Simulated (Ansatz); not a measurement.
Ansatz results at the PBE0-D4/def2-TZVP geometry: size of the dipole moment (B3LYP/def2-TZVPP) 0.65 D; LUMO energy (ωB97M-V/def2-TZVPP) 1.90 eV; HOMO energy (PBE/def2-TZVPP) -7.18 eV.

Each molecule was computed in one conformer, which needn't be the lowest.

(1) Which molecule gave them?
A. `C=CO[Si](F)(F)F`
B. `OB(O)OC[SiH3]`
C. `[CH3][Al]([CH3])[O]B(O)O`
D. `C[SiH2]OB(O)O`

Results:

(1) D. The others give `OB(O)OC[SiH3]`: 2.53, 1.65, -7.06; `C=CO[Si](F)(F)F`: 1.77, 2.10, -6.49; `[CH3][Al]([CH3])[O]B(O)O`: 0.88, 1.41, -6.36.

B3LYP here is the variant with VWN-RPA as its local correlation; programs differ in this.
